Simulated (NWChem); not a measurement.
Molecule: MgSi2H6; SMILES [SiH3][Mg][SiH3]

Program: NWChem. All runs use the structure optimised with PBE0/def2-SVP. Ions are spin-unrestricted doublets at the neutral geometry; other ion states weren't tried.

For level CAM-B3LYP/def2-SVP:

- vertical ionisation energy, ΔSCF (eV): 8.47
- −ε(HOMO) (eV): 7.72

Task: What are these values for level PBE/def2-SVP?

Result: The vertical ionisation energy, ΔSCF (eV) is 8.17 and the −ε(HOMO) (eV) is 5.62.
